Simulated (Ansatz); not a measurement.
`CCC(CC(C)c1ccc(Cl)cc1)c1ccc(Cl)cc1`, relaxed as a singlet with RKS r2SCAN-D4/def2-SVP in Ansatz, starting from the GFN2-xTB geometry. Force threshold 0.03 eV/Å.

Start:

```xyz
40

C     1.522    0.640    3.754
C     0.718    1.189    2.582
C     0.874    0.323    1.323
C     0.177    0.989    0.128
C     0.325    0.215   -1.191
C     1.779    0.148   -1.666
C    -0.545    0.863   -2.241
C    -1.649    0.200   -2.760
C    -2.454    0.789   -3.720
C    -2.152    2.064   -4.167
Cl   -3.143    2.810   -5.374
C    -1.062    2.750   -3.659
C    -0.270    2.146   -2.701
C     0.345   -1.068    1.558
C     1.196   -2.165    1.506
C     0.730   -3.449    1.728
C    -0.611   -3.640    2.009
Cl   -1.210   -5.239    2.296
C    -1.482   -2.564    2.064
C    -0.999   -1.289    1.838
H     2.574    0.565    3.491
H     1.167   -0.349    4.033
H     1.430    1.297    4.615
H    -0.335    1.249    2.860
H     1.059    2.201    2.353
H     1.945    0.252    1.105
H     0.586    1.993    0.003
H    -0.888    1.096    0.345
H    -0.031   -0.808   -1.032
H     2.231    1.136   -1.683
H     2.367   -0.492   -1.014
H     1.823   -0.264   -2.672
H    -1.885   -0.796   -2.414
H    -3.308    0.264   -4.120
H    -0.838    3.746   -4.008
H     0.578    2.688   -2.311
H     2.245   -2.017    1.292
H     1.401   -4.293    1.685
H    -2.526   -2.725    2.282
H    -1.684   -0.456    1.883
```

Task: Estimate the energy that the relaxation releases and the steps that it takes.

Result: 15.7 kJ/mol, in 12 steps; 44 s on 2 threads of AMD EPYC 7R13 on a shared host and a share (18 GiB) of an NVIDIA H100 80GB HBM3. The force fell under the threshold at step 5, but the optimiser went on and released 0.003 eV more. No frequencies were taken in this run, so the end may be a saddle point.

Task: Does the start keep its bonding and symmetry?

Result: By distances, no bond broke or formed. The bond that changes most is C13–H36, from 1.08 to 1.10 Å (atoms count from 1).

Task: Predict the relaxed structure.

Result: 
```xyz
40

C     1.441    0.696    3.815
C     0.686    1.210    2.597
C     0.873    0.343    1.337
C     0.182    0.999    0.129
C     0.277    0.215   -1.193
C     1.726    0.006   -1.646
C    -0.565    0.890   -2.256
C    -1.774    0.317   -2.682
C    -2.580    0.936   -3.641
C    -2.171    2.155   -4.186
Cl   -3.165    2.940   -5.385
C    -0.973    2.754   -3.783
C    -0.183    2.118   -2.824
C     0.396   -1.078    1.558
C     1.295   -2.155    1.559
C     0.864   -3.469    1.762
C    -0.495   -3.713    1.970
Cl   -1.050   -5.346    2.222
C    -1.417   -2.662    1.979
C    -0.965   -1.358    1.774
H     2.523    0.628    3.614
H     1.096   -0.308    4.109
H     1.305    1.364    4.680
H    -0.394    1.281    2.824
H     1.011    2.239    2.358
H     1.959    0.296    1.134
H     0.610    2.008   -0.017
H    -0.886    1.160    0.367
H    -0.167   -0.782   -1.019
H     2.267    0.964   -1.731
H     2.278   -0.626   -0.933
H     1.762   -0.490   -2.628
H    -2.093   -0.640   -2.253
H    -3.519    0.480   -3.967
H    -0.669    3.709   -4.220
H     0.753    2.595   -2.515
H     2.361   -1.963    1.400
H     1.573   -4.301    1.761
H    -2.477   -2.870    2.145
H    -1.695   -0.541    1.783
```
Bond lengths: 19 × C–C 1.40 to 1.54 Å; 2 × C–Cl 1.74 Å; 20 × C–H 1.09 to 1.11 Å.
